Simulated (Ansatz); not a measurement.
H$_{2}$OSiZn. Total charge 0; spin multiplicity 1. The bonds changed during the relaxation, so this is another structure than the one it started from.

```
atom   x (Å)   y (Å)   z (Å)
  O1   0.607   0.054  -1.581
 Si2   0.034  -0.413  -0.245
 Zn3  -0.084   2.054   0.989
  H4   0.855  -1.008   0.849
  H5  -1.412  -0.686  -0.012
```

What are the harmonic wavenumbers in cm⁻¹ at PBE0-D4/def2-TZVP (Ansatz, finite differences of forces, unscaled)? (An estimate is asked.)

Computed: 87, 148, 347, 677, 691, 984, 1203, 2193, 2197.

Is this a minimum?

Yes, all 9 modes are real.

Give the ideal-gas thermochemistry at 298.15 K and 1 bar (rigid rotor, harmonic oscillator; point group Cs, symmetry number 1).

Zero-point energy 51.0 kJ/mol; H(298) − E = 66.3 kJ/mol; entropy 310.7 J/(mol·K), of which translation 167.6, rotation 107.9, vibration 35.1; G(298) − E = -26.3 kJ/mol. Modes under 100 cm⁻¹ are hindered rotations or soft bends, so the harmonic entropy is rough.
